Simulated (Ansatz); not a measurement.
The lowest singlet and triplet of GaH (SMILES [GaH]); geometries from B3LYP-D3(BJ)/def2-TZVP, each state relaxed from the structure named, with no frequency check.
Singlet (charge 0, multiplicity 1):
```xyz
2

Ga     0.0000     0.0000    -0.0528
H      0.0000     0.0000     1.6363
```

A positive gap puts the triplet lower; no zero-point energy. R- takes a restricted singlet. The triplet is unrestricted in single-reference levels.

Frozen-core correlation. Filled d and f shells under p-block atoms count as core.

Programs: Ansatz (an electronic-structure program). Values without a source in brackets are computed.

Task: Estimate the gap E(singlet) − E(triplet), vertical, at the singlet's geometry that R-SVWN5/def2-TZVPP returns for this input.

Result: -208 kJ/mol

Task: What is the computed gap E(singlet) − E(triplet), vertical, at the singlet's geometry (R-wB97X-V/def2-TZVPP)?

Result: -216 kJ/mol

Task: Estimate the gap E(singlet) − E(triplet), vertical, at the singlet's geometry that R-CCSDT(Q)/cc-pVTZ returns for this input.

Result: -197 kJ/mol
